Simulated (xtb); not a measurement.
xtb input file for CH₃Si, SMILES C=[SiH], multiplicity 2, GFN2-xTB. 

```
$ xtb mol.xyz --gfn 2 --sp --chrg 0 --uhf 1 --json
$ cat mol.xyz
5

C     -1.05547505     0.35467271     0.25105124
Si     0.55804250    -0.26627933    -0.14027863
H     -1.91601399    -0.29811128     0.21763000
H     -1.29780693     1.37421771    -0.02453474
H      1.73407629     0.52376787     0.26449812
```

It prints:

```
[banner left out]
          |                Calculation Setup                |
           -------------------------------------------------



           -------------------------------------------------
          |                 G F N 2 - x T B                 |
           -------------------------------------------------

        Reference                      10.1021/acs.jctc.8b01176
      * Hamiltonian:
        H0-scaling (s, p, d)           1.850000    2.230000    2.230000
        zeta-weighting                 0.500000
      * Dispersion:
        s8                             2.700000
        a1                             0.520000
        a2                             5.000000
        s9                             5.000000
      * Repulsion:
        kExp                           1.500000    1.000000
        rExp                           1.000000
      * Coulomb:
        alpha                          2.000000
        third order                    shell-resolved
        anisotropic                    true
        a3                             3.000000
        a5                             4.000000
        cn-shift                       1.200000
        cn-exp                         4.000000
        max-rad                        5.000000


          ...................................................
          :                      SETUP                      :
          :.................................................:
          :  # basis functions                  17          :
          :  # atomic orbitals                  16          :
          :  # shells                            8          :
          :  # electrons                        11          :
          :  max. iterations                   250          :
          :  Hamiltonian                  GFN2-xTB          :
          :  restarted?                      false          :
          :  GBSA solvation                  false          :
          :  PC potential                    false          :
          :  electronic temp.          300.0000000     K    :
          :  accuracy                    1.0000000          :
          :  -> integral cutoff          0.2500000E+02      :
          :  -> integral neglect         0.1000000E-07      :
          :  -> SCF convergence          0.1000000E-05 Eh   :
          :  -> wf. convergence          0.1000000E-03 e    :
          :  Broyden damping             0.4000000          :
          :  net charge                          0          :
          :  unpaired electrons                  1          :
          ...................................................

 iter      E             dE          RMSdq      gap      omega  full diag
   1     -5.3258367 -0.532584E+01  0.867E+00    1.49       0.0  T
   2     -5.3299010 -0.406433E-02  0.626E+00    1.53       1.0  T
   3     -5.2661590  0.637420E-01  0.401E+00    1.75       1.0  T
   4     -5.3270668 -0.609077E-01  0.166E+00    1.62       1.0  T
   5     -5.3327042 -0.563745E-02  0.762E-01    1.71       1.0  T
   6     -5.3339285 -0.122423E-02  0.281E-01    1.70       1.0  T
   7     -5.3339215  0.696931E-05  0.182E-01    1.70       1.0  T
   8     -5.3339541 -0.326102E-04  0.123E-01    1.70       1.0  T
   9     -5.3339835 -0.293960E-04  0.144E-02    1.69       3.1  T
  10     -5.3339838 -0.245810E-06  0.562E-03    1.69       8.0  T
  11     -5.3339837  0.261206E-08  0.443E-03    1.69      10.1  T
  12     -5.3339838 -0.361932E-07  0.345E-04    1.69     129.6  T
  13     -5.3339838  0.105796E-09  0.341E-04    1.69     131.1  T

   *** convergence criteria satisfied after 13 iterations ***

         #    Occupation            Energy/Eh            Energy/eV
      -------------------------------------------------------------
         1        2.0000           -0.6442917             -17.5321
         2        2.0000           -0.5053333             -13.7508
         3        2.0000           -0.4329697             -11.7817
         4        2.0000           -0.4000041             -10.8847
         5        2.0000           -0.3253786              -8.8540
         6        1.0000           -0.2820375              -7.6746 (HOMO)
         7                         -0.2197662              -5.9801 (LUMO)
         8                         -0.1295983              -3.5265
         9                         -0.1068961              -2.9088
        10                         -0.0540473              -1.4707
        11                         -0.0402388              -1.0950
       ...                                ...                  ...
        16                          0.6831763              18.5902
      -------------------------------------------------------------
                  HL-Gap            0.0622713 Eh            1.6945 eV
             Fermi-level           -0.2773410 Eh           -7.5468 eV

 SCC (total)                   0 d,  0 h,  0 min,  0.002 sec
 SCC setup                      ...        0 min,  0.000 sec (  2.858%)
 Dispersion                     ...        0 min,  0.000 sec (  1.033%)
 classical contributions        ...        0 min,  0.000 sec (  0.568%)
 integral evaluation            ...        0 min,  0.000 sec ( 12.839%)
 iterations                     ...        0 min,  0.001 sec ( 63.182%)
 molecular gradient             ...        0 min,  0.000 sec ( 17.211%)
 printout                       ...        0 min,  0.000 sec (  2.040%)

         :::::::::::::::::::::::::::::::::::::::::::::::::::::
         ::                     SUMMARY                     ::
         :::::::::::::::::::::::::::::::::::::::::::::::::::::
         :: total energy              -5.260793901098 Eh    ::
         :: gradient norm              0.000130795042 Eh/a0 ::
         :: HOMO-LUMO gap              1.694487993279 eV    ::
         ::.................................................::
         :: SCC energy                -5.333983766565 Eh    ::
         :: -> isotropic ES            0.007721444481 Eh    ::
         :: -> anisotropic ES          0.001793128494 Eh    ::
         :: -> anisotropic XC         -0.001922104297 Eh    ::
         :: -> dispersion             -0.001828486230 Eh    ::
         :: repulsion energy           0.073189865467 Eh    ::
         :: add. restraining           0.000000000000 Eh    ::
         :: total charge               0.000000000000 e     ::
         :::::::::::::::::::::::::::::::::::::::::::::::::::::

           -------------------------------------------------
          |                Property Printout                |
           -------------------------------------------------

    * Orbital Energies and Occupations

         #    Occupation            Energy/Eh            Energy/eV
      -------------------------------------------------------------
         1        2.0000           -0.6442917             -17.5321
         2        2.0000           -0.5053333             -13.7508
         3        2.0000           -0.4329697             -11.7817
         4        2.0000           -0.4000041             -10.8847
         5        2.0000           -0.3253786              -8.8540
         6        1.0000           -0.2820375              -7.6746 (HOMO)
         7                         -0.2197662              -5.9801 (LUMO)
         8                         -0.1295983              -3.5265
         9                         -0.1068961              -2.9088
        10                         -0.0540473              -1.4707
        11                         -0.0402388              -1.0950
        12                          0.0136462               0.3713
        13                          0.2446348               6.6569
        14                          0.3079928               8.3809
Note: The following floating-point exceptions are signalling: IEEE_DENORMAL
normal termination of xtb
        15                          0.6363610              17.3163
        16                          0.6831763              18.5902
      -------------------------------------------------------------
                  HL-Gap            0.0622713 Eh            1.6945 eV
             Fermi-level           -0.2773410 Eh           -7.5468 eV

     #   Z          covCN         q      C6AA      α(0)
     1   6 C        2.736    -0.243    34.553     9.624
     2  14 Si       1.801     0.296   189.168    29.229
     3   1 H        0.926     0.019     2.741     2.589
     4   1 H        0.925     0.015     2.811     2.622
     5   1 H        0.915    -0.087     5.141     3.546

 Mol. C6AA /au·bohr⁶  :        624.006725
 Mol. C8AA /au·bohr⁸  :      27551.299154
 Mol. α(0) /au        :         47.610384


Wiberg/Mayer (AO) data.
largest (>0.10) Wiberg bond orders for each atom

 ---------------------------------------------------------------------------
     #   Z sym  total        # sym  WBO       # sym  WBO       # sym  WBO
 ---------------------------------------------------------------------------
     1   6 C    3.799 --     2 Si   1.782     3 H    0.971     4 H    0.963
     2  14 Si   2.750 --     1 C    1.782     5 H    0.904
     3   1 H    1.000 --     1 C    0.971
     4   1 H    1.000 --     1 C    0.963
     5   1 H    0.988 --     2 Si   0.904
 ---------------------------------------------------------------------------

Topologies differ in total number of bonds
Writing topology from bond orders to xtbtopo.mol

molecular dipole:
                 x           y           z       tot (Debye)
 q only:        0.405      -0.371      -0.230
   full:        0.611      -0.092      -0.238       1.682
molecular quadrupole (traceless):
                xx          xy          yy          xz          yz          zz
 q only:       -1.199      -0.256       0.629      -0.034      -0.131       0.570
  q+dip:        1.496       0.037       0.062       0.585      -0.293      -1.558
   full:       -0.087       0.446       0.394       0.824      -1.780      -0.308


           -------------------------------------------------
          | TOTAL ENERGY               -5.260793901098 Eh   |
          | GRADIENT NORM               0.000130795042 Eh/α |
          | HOMO-LUMO GAP               1.694487993279 eV   |
           -------------------------------------------------

------------------------------------------------------------------------
------------------------------------------------------------------------
 total:
 SCF:
```

Self-consistency was reached.
